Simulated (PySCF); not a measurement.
## Computed structure and properties of [La(NH2)4]−

System: [La(NH2)4]− (singlet); start: displaced along the imaginary mode (S4). Method: PySCF 2.14.0, RKS PBE0, La lcecp-1-SVP with ECP46, N def2-SVP, H def2-SVP; non-relativistic Hamiltonian with scalar-relativistic core potentials where named; density fitting; no spin-orbit coupling.

Input of the relaxation:

```python
mol = gto.M(atom='''
La     0.00000    -0.00000     0.00000
N      1.22529     1.45330     1.45663
H      1.42210     1.29219     2.47757
H      1.84143     2.24819     1.14539
N     -1.22529    -1.45663     1.45330
H     -1.84143    -1.14539     2.24819
H     -1.42210    -2.47757     1.29219
N      1.22529    -1.45330    -1.45663
H      1.84143    -2.24819    -1.14539
H      1.42210    -1.29219    -2.47757
N     -1.22529     1.45663    -1.45330
H     -1.42210     2.47757    -1.29219
H     -1.84143     1.14539    -2.24819''',
    basis={'La': 'lcecp-1-SVP', 'N': 'def2-SVP', 'H': 'def2-SVP'},
    ecp={'La': 'lcecp-1-SVP'},
    charge=-1, spin=0)
mf = dft.RKS(mol, xc='PBE0')
mf.grids.atom_grid = (50, 194)  # f atoms: unpruned, at least (60, 302)
mf = mf.density_fit()  # fitting sets: La AutoAux, N def2-universal-JKFIT, H def2-universal-JKFIT
mf.conv_tol = 1e-08; mf.max_cycle = 55
mf.kernel(dm0)  # dm0: converged density of the start geometry
# quasi-Newton relaxation in Cartesian coordinates to a largest gradient under 0.00045 Eh/bohr, steps kept in the point group
```

Run from Python with OMP_NUM_THREADS=2; the lines above give its settings. Where DIIS fails, smearing, a level shift and second-order steps follow.
It took 3.7 min on 2 threads of Arm Neoverse V1, on a shared host, from the converged density of the start.

Course of the relaxation:

```tsv
step	energy above end (eV)	largest force component within the symmetry (eV/Å)
0	0.2572	1.191
1	0.0850	0.074
2	0.0807	0.039
3	0.0750	0.110
4	0.0707	0.197
5	0.0651	0.258
6	0.0554	0.249
7	0.0384	0.141
22	0.0018	0.095
23	0.0010	0.046
24	0.0006	0.040
25	0.0001	0.037
26	0.0000	0.014
27	0.0000	0.007
```
(The steps between are left out.)

Relaxed geometry (S4):

```xyz
13

La    0.0001    0.0000    0.0000
N     1.4309    1.3036    1.3996
H     1.4165    1.4854    2.4042
H     2.2923    1.7415    1.0640
N    -1.4309   -1.3995    1.3037
H    -2.2923   -1.0637    1.7413
H    -1.4165   -2.4042    1.4855
N     1.4309   -1.3036   -1.3996
H     2.2923   -1.7415   -1.0640
H     1.4165   -1.4854   -2.4042
N    -1.4309    1.3995   -1.3037
H    -1.4165    2.4042   -1.4855
H    -2.2923    1.0637   -1.7413
```

```tsv
contact	Å
La1–N2 (NH2)	2.389
La1–N5 (NH2)	2.389
La1–N8 (NH2)	2.389
La1–N11 (NH2)	2.389
```

On the finer grid (75, 302):

```json
{
  "HOMO": "-1.18 eV",
  "LUMO": "3.44 eV",
  "Dipole about the centre of mass": "0.00 D",
  "Set of Mulliken populations of La1 outside the core potential": "s 2.21, p 6.42, d 1.55, f 0.07",
  "D3(BJ) dispersion energy (not in the energies)": "-0.210 eV"
}
```

```
atom  Mulliken (e)  Löwdin (e)  spin (e)
 La1          0.74        0.33      0.00
  N2         -0.58       -0.40      0.00
  H3          0.07        0.03      0.00
  H4          0.07        0.04      0.00
  N5         -0.58       -0.40      0.00
  H6          0.07        0.04      0.00
  H7          0.07        0.03      0.00
  N8         -0.58       -0.40      0.00
  H9          0.07        0.04      0.00
 H10          0.07        0.03      0.00
 N11         -0.58       -0.40      0.00
 H12          0.07        0.03      0.00
 H13          0.07        0.04      0.00
```

The large-core potential holds the 4f shell empty.

No frequency check is given for this geometry.

Taking off one NH2 (charge -1, singlet; the rest: singlet) in vacuum, both parts rigid, costs 4.98 eV; the small basis without counterpoise inflates it.

Rigid scan of NH2 along the line from its metal:

distance to N2 (Å), energy (eV) and a bar:
```
     2.09      0.653 ##############################
     2.19      0.254 ############
     2.29      0.056 ###
     2.39      0.000 
     2.49      0.043 ##
```

One start shape was tried, so this needn't be the lowest isomer.
